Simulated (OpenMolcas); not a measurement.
Tc5+ among 6 point charges of -1.7 e arranged as an octahedron (Oh).

| Property | Result |
| --- | --- |
| Program | OpenMolcas 26.06 |
| Method | SS-CASPT2, IPEA 0.25 Eh, imaginary shift 0.1 Eh (closed shells correlated: 4s 4p) |
| Basis | ANO-RCC-VDZP [6s5p3d1f] |
| Scalar Hamiltonian | DKH2, point nucleus |
| Active space | 2 electrons in 5 orbitals (4d) |
| State averaging | 2S+1 = 3 even, 10 roots; 2S+1 = 1 even, 15 roots |
| Spin-orbit coupling | state interaction with AMFI integrals over the reference wave functions |

All point charges move together. At R = 2.05 Å the first state of the same spin is 5300 cm-1, and at R = 2.16 Å it is 3910 cm-1.

Task: A third run gives 2580 cm-1. What distance was it run at?

Result: With a power law R^-n the two known points give n = -ln(3910 / 5300) / ln(2.16 / 2.05) = 5.82. Then R = 2.05 × (5300 / 2580)^(1/5.82) = 2.320 Å. The run was at 2.37 Å, so the estimate is off by -0.050 Å.

Roots that are degenerate in the reference are averaged as groups; the widest CASPT2 spread within a group is 390 cm-1 (the 3-fold group of multiplicity 3 near 3910 cm-1 above the lowest state of its run, R = 2.16). Shifts and gaps below about the spread of the groups concerned are not significant. An orbital triplet at a regular site is open to Jahn-Teller coupling, which can distort the site and quench the lowest spin-orbit gaps and is left out. Free-ion shares, where given, are those of the reference states; single-state CASPT2 does not remix them. This field is weak: 10Dq is about 6401 cm-1, while octahedral complexes of 4d ions of charge 3 and more, computed by the same method with explicit ligands, had a median near 25000 cm-1. Ground spin and moment need not be those of a real site (figures for R = 2.05; the like holds for R = 2.16, R = 2.37). Point charges carry no covalency, so the field is a model and not that of real ligands. No measured value stands beside these numbers.
